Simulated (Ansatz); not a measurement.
Two members of one family (Series CdX2), computed with Ansatz in the gas phase; def2 core potentials for Cd, no spin–orbit coupling. The two geometries come from different levels. Binding counts from free atoms in the multiplicity of their measured ground term, without zero-point energy. A dash marks a value that wasn't run or was left out as unsound. The structures are stationary points that may keep the symmetry of their start. Remarks come from the PBE and PBE0 runs and from stability tests at other levels; not every state was tested. HOMO above LUMO (over both spins in singlets and doublets, within one spin in higher multiplets; at PBE or PBE0), or a gap under 0.15 eV within one spin, warns that the state may not be the lowest or that an electron is smeared out.

First: CdH2 (singlet, charge 0, PBE-D4/def2-TZVP geometry).

Cartesian coordinates in Å:
```
Cd 0.000 0.000 0.000
H 0.235 1.051 -1.292
H -0.235 -1.051 1.292
```

```json
{"level": "PBE-D4/def2-TZVP", "HOMO (eV)": "-6.68", "LUMO (eV)": "-1.39", "gap (eV)": "5.29", "vertical IE (eV)": "10.16", "vertical triplet (eV)": "5.32", "binding per atom (eV)": "1.28"}
{"level": "revPBE-D4/def2-TZVP", "HOMO (eV)": "-6.64", "LUMO (eV)": "-1.31", "gap (eV)": "5.33", "vertical IE (eV)": "–", "vertical triplet (eV)": "–", "binding per atom (eV)": "1.27"}
{"level": "r2SCAN-D4/def2-TZVP", "HOMO (eV)": "-6.96", "LUMO (eV)": "-0.96", "gap (eV)": "5.99", "vertical IE (eV)": "10.21", "vertical triplet (eV)": "5.38", "binding per atom (eV)": "1.37"}
{"level": "PBE0-D4/def2-SVP", "HOMO (eV)": "-7.76", "LUMO (eV)": "-0.71", "gap (eV)": "7.05", "vertical IE (eV)": "–", "vertical triplet (eV)": "–", "binding per atom (eV)": "1.30"}
{"level": "PBE0-D4/def2-TZVP", "HOMO (eV)": "-7.79", "LUMO (eV)": "-0.70", "gap (eV)": "7.08", "vertical IE (eV)": "10.23", "vertical triplet (eV)": "5.47", "binding per atom (eV)": "1.30"}
```

Metal–donor distances: 2 × H 1.68 Å.

Second: CdCl2 (singlet, charge 0, PBE0-D4/def2-TZVP geometry).

```xyz
3

Cd    0.0008    0.0006   -0.0003
Cl   -0.6537   -0.1486   -2.1626
Cl    0.6530    0.1479    2.1629
```

Question: Estimate how these quantities change from the first to the second (second minus first).

Answer: 
| level | Δ HOMO (eV) | Δ LUMO (eV) | Δ gap (eV) | Δ vertical IE (eV) | Δ vertical triplet (eV) | Δ binding per atom (eV) |
| --- | --- | --- | --- | --- | --- | --- |
| PBE-D4/def2-TZVP | -0.85 | -1.69 | -0.84 | 0.43 | -0.81 | 0.66 |
| revPBE-D4/def2-TZVP | -0.82 | -1.65 | -0.83 | – | – | 0.58 |
| r2SCAN-D4/def2-TZVP | -0.91 | -1.89 | -0.98 | 0.60 | -0.60 | 0.62 |
| PBE0-D4/def2-SVP | -0.89 | -1.32 | -0.43 | – | – | 0.66 |
| PBE0-D4/def2-TZVP | -1.11 | -1.48 | -0.37 | 0.80 | -0.43 | 0.64 |

Metal–donor distances: 2 × Cl 2.26 Å. Remarks: gap within one spin near zero at PBE or PBE0 (+1 doublet), gap within one spin near zero at PBE or PBE0 (triplet).
